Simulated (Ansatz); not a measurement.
```yaml
crystal:
  periodic: [false, false, false]
  atoms:
    - {symbol: Cs, position_ang: [0.668389, 2.340651, 1.229806]}
    - {symbol: Cs, position_ang: [-2.222501, -1.426145, 1.185079]}
    - {symbol: Cs, position_ang: [1.598929, -0.659061, -2.237456]}
    - {symbol: F, position_ang: [1.652889, 1.557819, -0.885826]}
    - {symbol: F, position_ang: [-1.236702, 0.427055, 1.847474]}
    - {symbol: F, position_ang: [-0.681676, -2.006305, -0.993241]}
basis:
  gaussian: {orbitals: def2-TZVPP, point_charges: [{charge: 1.00, position_ang: [6.252, -0.787, 0.577]}]}
hamiltonian: {xc: {name: HF}}
correlation: {method: mp2}
output: {forces: true}
```

```sh
$ ansatz run in.yaml --threads 4 --pin off --events-out ev --progress --plain --max-ram 3916MiB
```

Shortened log:

```
Functional definition: HF
1288 factors; integrals over basis functions are off by at most 1.1e-3 eV
mean field evaluation 1: about -9738.6418 eV, gradient 7.1e1 eV
mean field evaluation 2: about -9739.0675 eV, gradient 7.1e1 eV
mean field evaluation 4: about -9747.7161 eV, gradient 2.1e0 eV
mean field evaluation 8: about -9747.8192 eV, gradient 1.6e-1 eV
mean field evaluation 16: about -9747.8194 eV, gradient 2.6e-6 eV
mean field -9747.81941109 eV, -358.2257560482 hartree, gradient 2.6e-6 eV, S^2 0.000000; 0 other end points of the search recorded, 0 dependent functions left out
3 core orbitals not correlated: weight in the atoms' cores, before any rotation towards them, 1.000 or more for the frozen orbitals, at most 0.000 for the correlated occupied ones
reference -9747.81941109 eV, -358.2257560482 hartree; 24, 24 occupied and 174, 174 virtual orbitals, 1288 factors
second order -33.84572958 eV of doubles, -0.00000000 eV of singles
Total energy: -9781.66514067 eV, -359.4695636687 hartree
Atom 0 at     0.668389     2.340651     1.229806 Å, force    -0.699958     0.256762     0.783809 eV/Å
Atom 1 at    -2.222501    -1.426145     1.185079 Å, force    -1.638274    -3.044338    -1.169365 eV/Å
Atom 2 at     1.598929    -0.659061    -2.237456 Å, force    -0.911918    -0.485563     0.049393 eV/Å
Atom 3 at     1.652889     1.557819    -0.885826 Å, force     0.694972    -0.275401    -0.523496 eV/Å
Atom 4 at    -1.236702     0.427055     1.847474 Å, force     1.851980     3.133138     1.028960 eV/Å
Atom 5 at    -0.681676    -2.006305    -0.993241 Å, force     0.707036     0.385267    -0.192388 eV/Å
Dipole moment:     0.271644     0.532680     0.093011 e Å
```

Run time 5.5 s (4 threads of Arm Neoverse V2 on a shared host), peak host memory 0.59 GiB.

In the def2 sets Cs takes a core potential; there is no spin–orbit coupling. Correlated methods freeze 3 core orbitals; core or outer-core shells of Cs are correlated, in sets that lack core-valence functions.
